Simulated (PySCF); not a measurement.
C5H7FOS.
SMILES with atom numbers: `[CH2:1]=[CH:2][CH2:3][O:4][C:5](=[S:6])[CH2:7][F:8]` (hydrogens: H9, H10 on C1; H11 on C2; H12, H13 on C3; H14, H15 on C7)

Cartesian coordinates in Å at the GFN2-xTB level; atoms count from 1:
```xyz
15
C5H7FOS angstrom
C      3.0337    0.1480   -0.5151
C      1.8563   -0.4030   -0.7368
C      0.7250   -0.3739    0.2398
O     -0.4662   -0.0222   -0.4597
C     -1.5877    0.0395    0.2152
S     -1.7523   -0.2520    1.8103
C     -2.7860    0.4318   -0.6121
F     -2.4959    0.4908   -1.9427
H      3.2536    0.6697    0.4015
H      3.8306    0.0877   -1.2352
H      1.6385   -0.9197   -1.6603
H      0.8991    0.3482    1.0463
H      0.5785   -1.3624    0.6996
H     -3.5918   -0.2980   -0.4750
H     -3.1397    1.4236   -0.3035
```

The calculation used CAM-B3LYP/def2-SVPD in PySCF (dipole) on a GFN2-xTB geometry, gas phase.

Masses are those of the commonest isotopes; rigid-rotor values at the optimised geometry. The values belong to one conformer with, in the numbering `[CH2:1]=[CH:2][CH2:3][O:4][C:5](=[S:6])[CH2:7][F:8]`, C1–C2–C3–O4 134°, C2–C3–O4–C5 179°, C3–O4–C5–S6 0°, O4–C5–C7–F8 7°.

Question: Give the principal moments of inertia and the rotational constants in cm⁻¹.

Answer: Ia = 214.93, Ib = 503.83, Ic = 700.42 u·Å²; 505379 MHz·u·Å²/I gives 2351, 1003 and 721.5 MHz, that is A = 0.07843, B = 0.03346, C = 0.02407 cm⁻¹.

Question: What kind of rotor is it?

Answer: An asymmetric top. Ray's parameter κ = (2B − A − C)/(A − C) = -0.655; −1 is the prolate and +1 the oblate limit.

Question: Is it planar, by Δ = Ic − Ia − Ib?

Answer: Not planar: Δ = Ic − Ia − Ib = -18.34 u·Å². For a rigid frame Δ = −2 Σ m c², so Σ m c² = 9.17 u·Å² lies off the ab plane: 5.57 from hydrogen and 3.60 from heavier atoms. The atom farthest from that plane is 1.16 Å away.

Question: Give the other two planar moments, Paa and Pbb, and the rms extents of the mass along the axes.

Answer: Paa = Σ m a² = (Ib + Ic − Ia)/2 = 494.66 and Pbb = Σ m b² = (Ia + Ic − Ib)/2 = 205.76 u·Å². With the mass M = 134.02 u, the rms extents √(P/M) along a, b and c are 1.92, 1.24, 0.26 Å.

Question: Predict some low-J microwave lines.

Answer: The dipole components are |μa| = 1.33 D, |μb| = 0.06 D, |μc| = 0.08 D. The squared components, which scale the intensities, stand as 1.00 : 0.00 : 0.00 (a : b : c). Some lines, for components of 0.1 D or more:

```json
{"type": "a", "branch": "Q", "J(Ka,Kc)": "2(1,1) ← 2(1,2)", "MHz": "845", "lower level (cm⁻¹)": "0.208"}
{"type": "a", "branch": "R", "J(Ka,Kc)": "1(0,1) ← 0(0,0)", "MHz": "1725", "lower level (cm⁻¹)": "0.000"}
{"type": "a", "branch": "R", "J(Ka,Kc)": "2(1,2) ← 1(1,1)", "MHz": "3168", "lower level (cm⁻¹)": "0.102"}
{"type": "a", "branch": "R", "J(Ka,Kc)": "2(0,2) ← 1(0,1)", "MHz": "3410", "lower level (cm⁻¹)": "0.058"}
{"type": "a", "branch": "R", "J(Ka,Kc)": "2(1,1) ← 1(1,0)", "MHz": "3731", "lower level (cm⁻¹)": "0.112"}
```

Question: Estimate the classical rotational partition function at 50 K, 100 K and 200 K.

Answer: Point group C1, symmetry number σ = 1; q = (√π/σ)·√((kT/h)³/(ABC)), k/h = 20836.6 MHz/K: 45700 at 50 K, 129000 at 100 K, 366000 at 200 K.

No frequency check. No vibrational averaging or centrifugal distortion is included, and the geometry carries the error of its method.

Time: 61 s. Hardware: one thread of an Arm Neoverse V1, no GPU, shared host. This is the CAM-B3LYP/def2-SVPD job that gave the dipole, with the excitations it also computed.
